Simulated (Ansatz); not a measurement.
Consider the ligand exchange at a Ga–S bond: `[OH][Ga]([SH])[Br]` + H–F → `[OH][Ga]([F])[Br]` + H₂S.

Calculated with Ansatz (gas phase, PBE0-D4/def2-TZVP geometries, no zero-point term in ΔE). CCSD(T)/CBS is the MP2 limit (def2-TZVPP, def2-QZVPP) plus CCSD(T) − MP2 in def2-TZVPP, frozen cores. This one scheme is used for every species. Functionals use def2-TZVPP. For Br, Ga outer-core shells are correlated without core-valence functions, which leaves a few kJ/mol of doubt a bond. Scalar relativity is left out up to krypton. Each species was taken in one conformer, which may not be the lowest.

`[OH][Ga]([SH])[Br]`:

Cartesian coordinates in Å:
```
O 1.520 0.473 -0.293
Ga -0.181 0.050 -0.568
S -1.575 -0.611 0.983
Br -0.912 0.228 -2.704
H 1.807 0.391 0.619
H -0.658 -0.532 1.963
```

H–F:

```xyz
2

F     0.002    0.107   -0.447
H    -0.002   -0.107    0.447
```

`[OH][Ga]([F])[Br]`:

Z-matrix (Å, degrees):
```
Ga
O 1 1.762
Br 1 2.258 2 124.6
F 1 1.734 2 116.6 3 180.0
H 2 0.961 1 113.2 3 -0.0
```

H₂S:

```xyz
3

S    -0.344    0.460    0.231
H    -0.422   -0.877    0.289
H     0.767    0.417   -0.520
```

Question: Is it downhill or uphill in electronic energy at CCSD(T)/CBS, and by how much? (An estimate is asked.)

Answer: Computed: Uphill: ΔE = +0.16 eV.

Question: What do these levels give: revPBE-D4, r2SCAN0-D4, BHLYP-D4, B2PLYP, r2SCAN0, CCSD/def2-SVP? (Estimate.)

Answer: Ansatz gave: revPBE-D4 0.14, r2SCAN0-D4 0.11, BHLYP-D4 0.08, B2PLYP 0.02, r2SCAN0 0.09, CCSD/def2-SVP -0.13 eV.

Largest T1 diagnostic among the species: 0.012.

The D4 term adds +0.08 eV with B3LYP and +0.04 eV with PBE0; it sums over pairs of atoms, weighted by their polarisabilities, and B3LYP, whose exchange is more repulsive, gets the larger term. Leaving LDA and LC-ωPBE aside and taking each functional with its dispersion term where it has one, the values, not all of them listed here, spread over 0.16 eV, from CAM-B3LYP-D4 to HSE06-D4. LDA lies +0.07 eV from PBE without D4.

B3LYP here is the variant with VWN-RPA as its local correlation; programs differ in this.
